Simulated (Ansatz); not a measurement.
The cluster PtAu₂, relaxed as a quintet with UKS B3LYP-D4/def2-TZVP in Ansatz, starting from the B3LYP-D4/def2-TZVP geometry of the neutral singlet. Force threshold 0.02 eV/Å.

In the def2 sets Au, Pt take a core potential; there is no spin–orbit coupling. At B3LYP-D4/def2-TZVP a singlet of charge 0 lies 2.03 eV below the quintet, each at its own geometry. The structure comes from a short search, and lower isomers may exist.

Start:

```xyz
3

Pt   -1.0032   -0.0617   -1.0198
Au    1.3758    0.7159   -0.3916
Au   -0.3726   -0.6541    1.4114
```

(1) Estimate the energy that the relaxation releases and the steps that it takes.

(2) Does the start keep its bonding and symmetry?

(3) Predict the relaxed structure.

Answers

(1) 0.08 eV, in 5 steps; 29 s on 2 threads of Arm Neoverse V1 on a shared host. No frequencies were taken in this run, so the end may be a saddle point.

(2) By distances, no bond broke or formed. The bond that changes most is Au2–Au3, from 2.86 to 2.71 Å (atoms count from 1). Point group C2v at the start, C2v at the end, both within 0.05 Å.

(3) 
| atom | x (Å) | y (Å) | z (Å) |
| --- | --- | --- | --- |
| Pt1 | -1.067 | -0.066 | -1.085 |
| Au2 | 1.362 | 0.682 | -0.311 |
| Au3 | -0.294 | -0.616 | 1.396 |
Bond lengths (bridged metal pairs left out): 2 × Au–Pt 2.66 Å; 1 × Au–Au 2.71 Å.
